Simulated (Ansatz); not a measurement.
Relaxation of a periodic cell of 17 atoms, Be₁₆C (host Be, host structure hcp, interstitial C), to a largest force component of 0.03 eV/Å in at most 60 steps.

The calculation used DFT PBEsol, scalar-relativistic, plane waves, PAW in Ansatz 0.2.0. Settings: cutoff 420 eV, k mesh 5x6x4, gaussian smearing 0.15 eV, no spin polarisation.

```xyz
17
Lattice="-2.2900 -3.9664 0.0000 3.4350 -1.9832 0.0000 0.0000 0.0000 7.1769" Properties=species:S:1:pos:R:3
Be 0.000 -3.966 0.000
Be 0.000 -2.644 1.794
Be 0.000 -3.966 3.588
Be 0.000 -2.644 5.383
Be -1.145 -1.983 0.000
Be 2.290 -2.644 1.794
Be -1.145 -1.983 3.588
Be 2.290 -2.644 5.383
Be 1.145 -1.983 0.000
Be 1.145 -0.661 1.794
Be 1.145 -1.983 3.588
Be 1.145 -0.661 5.383
Be 0.000 0.000 0.000
Be 1.145 -4.627 1.794
Be 0.000 0.000 3.588
Be 1.145 -4.627 5.383
C -1.154 -3.279 0.847
```

Task: Where does it end, and by what steps?

Result: It converged. Limits of this set-up: coarse k mesh. After 4 steps the energy has fallen by 0.801 eV; Be14 moved furthest, 0.14 Å.

```csv
step,energy less start (eV),largest force component (eV/Å),accepted
0,0.0000,2.448,yes
1,-0.5654,1.314,yes
2,-0.7884,0.172,yes
3,-0.7978,0.088,yes
4,-0.8009,0.030,yes
```

```xyz
17
Lattice="-2.2900 -3.9664 0.0000 3.4350 -1.9832 0.0000 0.0000 0.0000 7.1769" Properties=species:S:1:pos:R:3
Be -0.018 -3.956 -0.129
Be 0.010 -2.545 1.847
Be -0.003 -3.964 3.631
Be 0.034 -2.630 5.335
Be -1.064 -1.917 -0.064
Be 2.184 -2.582 1.844
Be -1.149 -1.946 3.633
Be 2.299 -2.648 5.335
Be 1.250 -2.043 -0.060
Be 1.065 -0.716 1.846
Be 1.136 -1.977 3.627
Be 1.150 -0.696 5.335
Be -0.014 -0.101 -0.063
Be 1.163 -4.638 1.931
Be -0.033 -0.014 3.633
Be 1.147 -4.628 5.337
C -1.152 -3.299 0.891
```

Whether the end is a true minimum wasn't checked by a vibrational analysis.

Run time: 29 s on 2 threads of AMD EPYC 9R14 (Zen 4), with other jobs on the host, peak memory 0.55 GiB.
